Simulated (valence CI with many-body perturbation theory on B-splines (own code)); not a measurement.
The numbers below are computed, except where a source is named.
**Zn15+: input, log and results**

Method: configuration interaction combined with many-body perturbation theory (CI+MBPT): five valence electrons over a frozen Dirac-Fock core [Ne], a basis of 6 s, 6 p, 5 d, 3 f, 1 g functions for each j, with the one-electron correlation potential Σ1 (screened to all orders), the two-electron term Σ2, the three-electron term Σ3, model QED; selected single and double excitations, second order for the rest, scaled by the run's own slope (own B-spline code, finite nucleus).

Command, and the settings that its task file holds:

```sh
python run_cv.py task.json out
```

```
atom Zn  Z=30  mass_number=64  rms_radius_fm=3.9283
core [Ne]
valence 3s2 3p3
avg = 1
basis = S
breit = 0
cap = 10000
capref = 1200
cscale = 1
de = 0.0
dress = 0
eps = 2e-08
extrap = 1
h = 0.27
hh = 1
l2 = 3
lcore = 6
maxit = 60
n2 = 5
natural = 1
nlev = 20
nno = [3, 3, 3, 2, 1]
nroot = 26
nsp = [3, 3, 2, 1, 0]
pt2 = 1
qed = 1
rpa = 1
s1 = 1
s2 = 1
s3 = 1
screen = 1
tol = 2e-05
whole = 1
```

It took 27 s on 1 thread of Arm Neoverse V1, on a shared host.

Log. The first blocks belong to the next ion, which gives the ionisation energy. Fields: 2J, parity (1 odd), roots, reference size, generating configurations, candidates as configurations/state functions, variational space P, stored matrix elements, Davidson steps; e2 is the range of second-order energies in hartree. The first line gives the box (bohr), its intervals, the orbitals and the steps of their self-consistent field. Window is the range of levels sought, series limit the energy at which the first omitted orbital would enter, core excitation an estimate of the first excitation out of the core, left out the lowest levels not solved, and shifts from estimates the range by which levels moved from their first estimate, all in cm⁻¹.

```
rmax 5.3 intervals 60 orbitals 36 references ['3s2 3p3', '3s 3p4', '3s2 3p2 3d', '3p5', '3s 3p3 3d'] scf 6 t 0.9
2J=0 par=0 roots 2 ref 24 generators 8 cand 698/963 P 718/987 nnz 0 it 0
2J=0 par=0 roots 2 ref 24 generators 14 cand 1935/3165 P 2653/4152 nnz 1.2e+06 it 5
   second order: generators 34 cand 6413/12063 e2 -0.00003 -0.00002
2J=2 par=0 roots 2 ref 41 generators 10 cand 378/953 P 397/994 nnz 0 it 0
2J=2 par=0 roots 2 ref 41 generators 18 cand 1180/4001 P 1577/4995 nnz 2.7e+06 it 8
   second order: generators 43 cand 9464/39271 e2 -0.00057 -0.00018
reference levels 559, estimated 47, window 581701 1/cm; series limit 3092387, core excitation 8350121
2J=3 par=1 roots 4 ref 66 generators 16 cand 222/973 P 942/3507 nnz 1.6e+06 it 5
2J=3 par=1 roots 4 ref 66 generators 30 cand 1040/6340 P 1982/9847 nnz 9.1e+06 it 10
   second order: generators 53 cand 18173/235458 e2 -0.00369 -0.00060
2J=5 par=1 roots 2 ref 65 generators 11 cand 196/1009 P 825/3573 nnz 1.6e+06 it 5
2J=5 par=1 roots 2 ref 65 generators 19 cand 948/6415 P 1773/9988 nnz 9.7e+06 it 8
   second order: generators 37 cand 16372/266914 e2 -0.00345 -0.00131
2J=1 par=1 roots 2 ref 41 generators 13 cand 216/991 P 1087/3472 nnz 1.3e+06 it 4
2J=1 par=1 roots 2 ref 41 generators 23 cand 1690/6518 P 2777/9990 nnz 7.5e+06 it 7
   second order: generators 34 cand 13343/108434 e2 -0.00068 -0.00047
2J=5 par=0 roots 6 ref 74 generators 22 cand 202/1007 P 837/3546 nnz 1.5e+06 it 10
2J=5 par=0 roots 6 ref 74 generators 32 cand 911/6404 P 1748/9950 nnz 9e+06 it 10
   second order: generators 60 cand 18674/299772 e2 -0.00490 -0.00252
2J=3 par=0 roots 6 ref 71 generators 19 cand 228/989 P 914/3543 nnz 1.4e+06 it 10
2J=3 par=0 roots 6 ref 71 generators 32 cand 1025/6369 P 1939/9912 nnz 8.2e+06 it 11
   second order: generators 57 cand 18642/238189 e2 -0.00425 -0.00156
2J=1 par=0 roots 5 ref 44 generators 20 cand 255/1011 P 1214/3542 nnz 1.2e+06 it 7
2J=1 par=0 roots 5 ref 44 generators 27 cand 1612/6414 P 2826/9956 nnz 7.2e+06 it 9
   second order: generators 51 cand 14977/109910 e2 -0.00169 -0.00047
2J=7 par=0 roots 3 ref 54 generators 12 cand 196/846 P 831/3324 nnz 1.4e+06 it 5
2J=7 par=0 roots 3 ref 54 generators 26 cand 885/6600 P 1716/9924 nnz 9.5e+06 it 7
   second order: generators 42 cand 15953/260661 e2 -0.00324 -0.00314
2J=9 par=0 roots 2 ref 34 generators 9 cand 160/1107 P 992/3766 nnz 1.7e+06 it 6
2J=9 par=0 roots 2 ref 34 generators 23 cand 894/6228 P 1886/9994 nnz 9.7e+06 it 9
   second order: generators 36 cand 14375/241099 e2 -0.00227 -0.00196
left out: unestimated 858914, estimated 642783, shifts from estimates -19 to 95
operators 0.6
```

The Davidson iterations converged.

No measured spectrum was set against this ion. As an estimate, levels of excited configurations hold to 0.05 to 0.15 % of their energy, terms of the ground configuration to about 0.5 %. Among the levels kept, up to 1100 cm⁻¹ of a level comes from second order outside the variational space, and about a tenth of that is noise between levels of different J, which matters for small intervals.

| Item | Value |
| --- | --- |
| Valence energy | -116.289 hartree |
| Ionisation energy | 534.69 eV (NIST: 540 ± 1 eV (semi-empirical)) |
| Reference configurations for the orbitals | 3s2 3p3, 3s 3p4, 3s2 3p2 3d, 3p5, 3s 3p3 3d |
| Radial orbitals | 36 |
| Box radius | 5.268 bohr |
| Largest variational space | 9994 |
| Lowest levels | 3s2 3p3 4S°_3/2 0, 3s2 3p3 2D°_3/2 50685, 3s2 3p3 2D°_5/2 63389, 3s2 3p3 2P°_1/2 98473, 3s2 3p3 2P°_3/2 118330, 3s 3p4 4P_5/2 360260, 3s 3p4 4P_3/2 381570, 3s 3p4 4P_1/2 389320, 3s 3p4 2D_3/2 447450, 3s 3p4 2D_5/2 454220, 3s2 3p2 3d 2P_3/2 509700, 3s 3p4 2S_1/2 [a] 515050, 3s2 3p2 3d 4F_3/2 544470, 3s 3p4 2S_1/2 [b] 548390 cm⁻¹ |

Names give the largest LS component (configuration and term), which can be under half, so a name can repeat, a term be missing and a line seem to break the LS rules; names also repeat where a configuration has a term twice. Letters in brackets count levels of one name in rising energy.
